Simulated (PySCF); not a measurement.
Species: CH8Ge2S.
Atom-mapped SMILES: `[CH3:1][GeH2:2][S:3][GeH3:4]` (hydrogens: H5, H6, H7 on C1; H8, H9 on Ge2; H10, H11, H12 on Ge4)

Method: PySCF 2.14.0, PBE0-D3(BJ)/def2-SVP geometry optimisation, gas phase.

Task: What internal coordinates does the optimisation give?

Result: 
| bond | length (Å) | order |
| --- | --- | --- |
| C1–Ge2 | 1.949 | single |
| Ge2–S3 | 2.240 | single |
| S3–Ge4 | 2.225 | single |
| C1–H5, C1–H6, C1–H7 | 1.100 | single |
| Ge2–H8, Ge2–H9 | 1.541 | single |
| Ge4–H10, Ge4–H11, Ge4–H12 | 1.539 | single |

Bonds in one row agree within 0.01 Å and their mean is given. Orders are formal, as drawn. A selection of angles:
| angle | degrees |
| --- | --- |
| Ge2–C1–H5 | 110.6 |
| Ge2–C1–H6 | 110.0 |
| H5–C1–H6 | 108.5 |
| C1–Ge2–S3 | 111.0 |
| C1–Ge2–H8 | 110.7 |
| S3–Ge2–H8 | 108.9 |
| S3–Ge2–H9 | 104.3 |
| H8–Ge2–H9 | 110.3 |
| Ge2–S3–Ge4 | 99.3 |
| S3–Ge4–H10 | 109.6 |
| S3–Ge4–H11 | 106.2 |
| S3–Ge4–H12 | 111.0 |
| H10–Ge4–H11 | 110.7 |
| H10–Ge4–H12 | 109.3 |

Torsions: C1–Ge2–S3–Ge4 -61° (synclinal). The mirror-image conformer, all signs reversed, is as good.

Ge4 (germanium bonded to S and 3 H) is tetrahedral (angles from 106.2° to 111.0°). Ge2 (germanium bonded to C, S and 2 H) is distorted tetrahedral (angles from 104.3° to 111.5°). S3 (sulfur bonded to 2 Ge) is bent (angle 99.3°).

Point group: C1 (no symmetry element, even within 0.4 Å). Stationary, but not proved a minimum. The numbers are those of one conformer.
